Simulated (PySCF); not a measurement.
# How exact exchange moves a shielding

Molecule: `[C@@H]1(F)C[SiH2]1`, C2H5FSi.

Cartesian coordinates in Å; atom numbers follow the order of the lines, from 1:
```xyz
9

F    -1.494    0.124   -1.385
C    -0.922    0.103   -0.147
C     0.376    0.875    0.009
Si    0.566   -0.973    0.243
H    -1.671    0.272    0.640
H     0.782    1.243   -0.942
H     0.448    1.612    0.816
H     1.219   -1.710   -0.863
H     0.710   -1.556    1.601
```

GIAO shieldings (ppm, equivalent atoms averaged) in PySCF 2.14 on the PBE0-D3(BJ)/def2-SVP geometry, basis pcSseg-2, gas phase, non-relativistic:

```csv
functional,exact exchange (%),σ(F1),σ(C2),σ(C3),σ(Si4)
BLYP,0,407.0,94.7,172.6,454.8
BP86,0,411.3,99.6,176.5,465.0
PBE,0,409.7,99.6,177.0,467.3
B3LYP,20,421.4,102.5,177.5,465.3
mPW1PW91,25,427.0,108.3,181.9,477.5
BHandHLYP,50,438.2,112.7,183.8,480.3
HF,100,459.9,128.3,193.2,507.7
```

(1) Fit each shielding as a line in the percentage of exact exchange.

(2) What does the line predict for PBE0 (25 %), and what does the run give?

Results:

(1) σ(F1) = 410.7 + 0.51 x (rms 2.2 ppm); σ(C2) = 98.1 + 0.30 x (rms 1.9 ppm); σ(C3) = 175.4 + 0.18 x (rms 1.6 ppm); σ(Si4) = 461.6 + 0.44 x (rms 4.7 ppm). The functionals also differ in their semilocal parts, which the line can't hold; Hartree–Fock has no correlation at all.

(2) σ(F1): 423.4 predicted, 426.6 computed; σ(C2): 105.6 predicted, 108.9 computed; σ(C3): 179.9 predicted, 182.6 computed; σ(Si4): 472.6 predicted, 479.6 computed ppm.
